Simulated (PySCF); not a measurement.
SiMe2(pyrrolidide)2, C10H22N2Si.
Geometry (PBE0-D3(BJ)/def2-SVP, Å), atoms numbered from 1 in this order:
```xyz
35
C10H22N2Si angstrom
Si     1.0265   -0.0135    0.5660
C      1.2478   -0.1541    2.4254
H      1.7589   -1.0878    2.7094
H      0.2810   -0.1254    2.9515
H      1.8543    0.6886    2.7930
C      2.7044    0.0834   -0.2727
H      3.3177   -0.7830    0.0212
H      3.2526    0.9965    0.0091
H      2.6123    0.0704   -1.3701
N      0.1443    1.4096    0.1002
C     -1.2531    1.5964    0.4706
C     -1.5881    3.0165    0.0119
C     -0.6357    3.2273   -1.1591
C      0.6348    2.5435   -0.6649
H     -1.4217    1.4747    1.5565
H     -1.9061    0.8541   -0.0306
H     -1.3563    3.7371    0.8136
H     -2.6490    3.1418   -0.2501
H     -1.0152    2.7076   -2.0548
H     -0.4835    4.2849   -1.4215
H      1.2870    2.2282   -1.4959
H      1.2276    3.2514   -0.0474
N      0.0968   -1.3933    0.0626
C     -0.2358   -2.5686    0.8492
C     -1.3543   -3.2339    0.0540
C     -0.9307   -2.9548   -1.3833
C     -0.3910   -1.5263   -1.3048
H     -0.5532   -2.3039    1.8713
H      0.6192   -3.2704    0.9543
H     -2.3129   -2.7330    0.2694
H     -1.4716   -4.3037    0.2823
H     -0.1224   -3.6471   -1.6719
H     -1.7420   -3.0670   -2.1174
H      0.4022   -1.3543   -2.0555
H     -1.1897   -0.7889   -1.5218
```

Computed at PBE0/pcSseg-1 (PySCF, non-relativistic), with Q(14N) = 0.02044 b: N10, 14N (I = 1): χzz = -5.647 MHz, η = 0.449.

(1) Where would the pure quadrupole (NQR) lines of 14N at N10 fall for the rigid, isolated species?

Results:

(1) From ν± = (3/4)|χ|(1 ± η/3) and ν0 = |χ|η/2: ν+ 4.869 MHz, ν− 3.601 MHz, ν0 1.268 MHz (nitrogen bonded to 2 C and Si).

In a crystal, neighbours and librations shift these lines. These gradients aren't converged with respect to the basis.

One conformer stands for the species.
